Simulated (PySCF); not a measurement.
Electric field gradients and quadrupole coupling constants

Species: C6H12S.
Numbering: `[CH3:1]/[CH:2]=[C:3](/[CH2:4][CH3:5])[S:6][CH3:7]` (hydrogens: H8, H9, H10 on C1; H11 on C2; H12, H13 on C4; H14, H15, H16 on C5; H17, H18, H19 on C7)

Geometry (GFN2-xTB, Å), atoms numbered from 1 in this order:
```xyz
19
C6H12S angstrom
C     -1.4810   -2.0323    0.1434
C     -1.2639   -0.5681    0.3092
C     -0.1787    0.1120   -0.0316
C     -0.0295    1.5972    0.1004
C     -0.1926    2.2737   -1.2610
S      1.2383   -0.7157   -0.7655
C      2.1480   -1.0806    0.7694
H     -1.6380   -2.5035    1.1141
H     -0.6316   -2.4983   -0.3488
H     -2.3745   -2.2061   -0.4555
H     -2.0882   -0.0237    0.7567
H      0.9624    1.8315    0.4955
H     -0.7769    1.9811    0.7989
H     -1.1917    2.0975   -1.6533
H      0.5292    1.8664   -1.9655
H     -0.0332    3.3461   -1.1753
H      2.3902   -0.1541    1.2819
H      3.0575   -1.5927    0.4738
H      1.5445   -1.7212    1.4056
```

Field gradients from the PBE0/pcSseg-1 density (PySCF, non-relativistic), principal values in atomic units, ordered |Vxx| ≤ |Vyy| ≤ |Vzz|:

```tsv
atom	Vxx	Vyy	Vzz
S6	0.6533	2.4651	-3.1184
```

**Question.** Find the asymmetry η = (Vxx − Vyy)/Vzz and the couplings χ = eQV/h (234.96 MHz × Q in barn × V in au), with Q(33S) = −0.0678 b.

**Answer.** 
| atom | environment | nucleus | η | χzz (MHz) | χxx (MHz) | χyy (MHz) |
| --- | --- | --- | --- | --- | --- | --- |
| S6 | sulfide sulfur | 33S | 0.58 | 49.68 | -10.41 | -39.27 |

**Question.** What is Vzz at S6 in SI units (1 au = 9.71736 × 10²¹ V/m²)?

**Answer.** -3.1184 au = -30.302 × 10²¹ V/m².

**Question.** And the gradient at the other heavy atoms, for which no coupling is worked out here?

**Answer.** 
| atom | environment | Vzz (au) | η |
| --- | --- | --- | --- |
| C1 | allylic carbon | -0.078 | 0.81 |
| C2 | alkene CH carbon | 0.302 | 0.42 |
| C3 | fully substituted alkene carbon | -0.291 | 0.24 |
| C4 | allylic carbon | -0.065 | 0.87 |
| C5 | methyl carbon | 0.083 | 0.28 |
| C7 | S-methyl carbon | 0.272 | 0.07 |

**Question.** What couplings would deuterons (Q(2H) = 0.00286 b) have in place of the hydrogens, at this geometry?

**Answer.** 
```
atom  bonded to  bond length (Å)  Vzz (au)     η  χzz (kHz)
  H8         C1            1.090    0.3114  0.02        209
  H9         C1            1.087    0.3070  0.02        206
 H10         C1            1.090    0.3126  0.02        210
 H11         C2            1.084    0.3201  0.06        215
 H12         C4            1.093    0.3017  0.03        203
 H13         C4            1.093    0.3032  0.02        204
 H14         C5            1.088    0.3143  0.02        211
 H15         C5            1.088    0.3109  0.02        209
 H16         C5            1.088    0.3168  0.02        213
 H17         C7            1.086    0.3157  0.03        212
 H18         C7            1.085    0.3186  0.04        214
 H19         C7            1.086    0.3150  0.03        212
```

Isolated species at its GFN2-xTB geometry (one conformer only). GFN2-xTB bond lengths can be off by several hundredths of an ångström, more for odd bonds, and the gradients follow them. With a basis this small, the couplings can be 20 % off.
